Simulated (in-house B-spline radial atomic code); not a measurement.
How numerical settings move a run on Cr, [Ar] 3d5 4s1. Computed with a B-spline radial code for spherical atoms: scalar-relativistic (X2C) Hartree-Fock, average of configuration, Fermi nucleus of rms radius 3.6452 fm.

Command:
```bash
python run_scf.py task.json out
```
Settings of the sound reference run:
```
Z                24
electrons        24
configuration    [Ar] 3d5 4s1
hamiltonian      x2c
method           hf
spin_polarised   False
nucleus          fermi
rms_radius       3.6452
mass_number      52
atomic_mass      51.9405
speed_of_light   137.036
knot_spacing     0.22
spline_order     8
gauss_points     12
box_radius       50
max_iterations   70
damping          0.5
damped_steps     3
diis_vectors     10
tolerance        1e-08
start            Thomas-Fermi
```

Time taken, with all properties: 0.33 s on 1 thread of Arm Neoverse N1, on a shared host.

It converges in 11 iterations to -1049.460030 hartree, with 4s at -5.73753 eV. The other runs change the listed settings, some to values that make no sense; their results aren't properties of the atom or ion. Radii are in bohr (the nuclear one in fm), a minus after a letter asks for a j subshell, and «unchanged» means within 1e-8 hartree. The run stops when the residual is below 10 × tolerance × max(1, Z/10), or a noise floor if that is larger, and the energy moves by less than 1e-8 × √|E| hartree; so very loose and very tight tolerances often act alike.

```tsv
changed settings	outcome
hamiltonian = dirac, speed_of_light = 26.40684	converged in 12 iterations to -1370.5339 hartree, a different physical problem
first_knot = 0.00417	converged in 11 iterations, energy -1.90e-03 hartree from the reference, 4s level -1.4e-05 eV
box_radius = 15, max_iterations = 3	not converged after 3 iterations, last residual 6.8e-02, last energy +3.79e-01 hartree from the reference
damping = 0.8	converged in 13 iterations, energy unchanged, 4s level -3.4e-06 eV
tolerance = 1e-06	converged in 9 iterations, energy +1.59e-08 hartree from the reference, 4s level +1.2e-04 eV
damping = 0.2	converged in 14 iterations, energy unchanged, 4s level -1.9e-06 eV
electrons = 25, configuration = [Ar] 3d5 4s1 5s-1, max_iterations = 50	stopped with error: j subshells need the Dirac Hamiltonian and l > 0
first_knot = 0.0417	converged in 11 iterations, energy +7.50e-02 hartree from the reference, 4s level +5.7e-04 eV
first_knot = 0.125	converged in 11 iterations, energy +6.72e-01 hartree from the reference, 4s level +5.0e-03 eV
box_radius = 3, max_iterations = 100, damped_steps = 1, start = bare nucleus	converged in 10 iterations, energy +1.26e+00 hartree from the reference, 4s level +2.4e+01 eV (the program warns: 4s has a positive eigenvalue: unbound, held by the box; 3d has a positive eigenvalue: unbound, held by the box)
knot_spacing = 0.75, max_iterations = 100, diis_vectors = 4	converged in 12 iterations, energy +8.84e-01 hartree from the reference, 4s level +2.3e-02 eV
damping = 0.95	converged in 13 iterations, energy unchanged, 4s level -4.0e-06 eV
tolerance = 1e-13	converged in 11 iterations, energy unchanged
```

Question: What happens with electrons = 32, configuration = [Ar] 3d5 4s1 6s2 6p6, max_iterations = 100?

Answer: Converged in 43 iterations to -1048.4349 hartree, a different physical problem (warning: 4s has a positive eigenvalue: unbound, held by the box).

Question: What happens with knot_spacing = 0.55, max_iterations = 100, tolerance = 1e-13, start = bare nucleus?

Answer: Converged in 13 iterations, energy +1.10e-02 hartree from the reference, 4s level +3.4e-03 eV.

Question: What happens with first_knot = 0.0125?

Answer: Converged in 11 iterations, energy +4.56e-03 hartree from the reference, 4s level +3.5e-05 eV.

Question: What happens with knot_spacing = 1.4, spline_order = 4, max_iterations = 75, damping = 0.2, damped_steps = 1?

Answer: Converged in 11 iterations, energy +5.15e+01 hartree from the reference, 4s level +2.1e+00 eV.
